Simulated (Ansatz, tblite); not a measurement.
Removing an electron: the cluster ZnO2⁻ (the lowest doublet isomer of a short search). The state is a doublet with charge -1. Geometry: PBE0-D4/def2-TZVPD. Ansatz, gas phase; energy differences of separate SCF runs; the oxidised species is a triplet (the singlet lies 2.43 eV higher at PBE0-D4/def2-TZVPD).

```xyz
3

Zn    0.0001    0.0000    0.0000
O     0.9002   -1.2820   -0.7566
O    -0.9003    1.2819    0.7566
```

The xTB rows come from tblite. The structure comes from a short search, and lower isomers may exist.

(1) Estimate orbital energies and vertical ionisation energies at: GFN1-xTB; GFN2-xTB; PBE-D4/def2-TZVPD; r2SCAN-D4/def2-TZVPD; PBE0-D4/def2-TZVPD.

Answers

(1) 
```csv
level,−HOMO (eV),vertical IE (eV),−LUMO (eV),HOMO–LUMO gap (eV),remarks
GFN1-xTB,–,9.93,–,–,–
GFN2-xTB,–,9.75,–,–,–
PBE-D4/def2-TZVPD,-0.01,3.28,-0.27,0.25,HOMO above zero (-1 doublet)
r2SCAN-D4/def2-TZVPD,0.22,2.97,-0.60,0.81,–
PBE0-D4/def2-TZVPD,0.79,2.68,-1.39,2.18,–
```

  A HOMO above zero means that the electron is unbound at that level or that self-interaction error raises the level; the energy of removing that electron tells which. HOMO and LUMO are the levels of the spin that leaves or enters (xTB has no such levels and no spin-polarisation term). Other spin states of the ions may lie lower, which would lower the ionisation energy or raise the affinity. Raw xTB energy differences between charge states are shifted by several eV; the methods need an empirical correction for them.
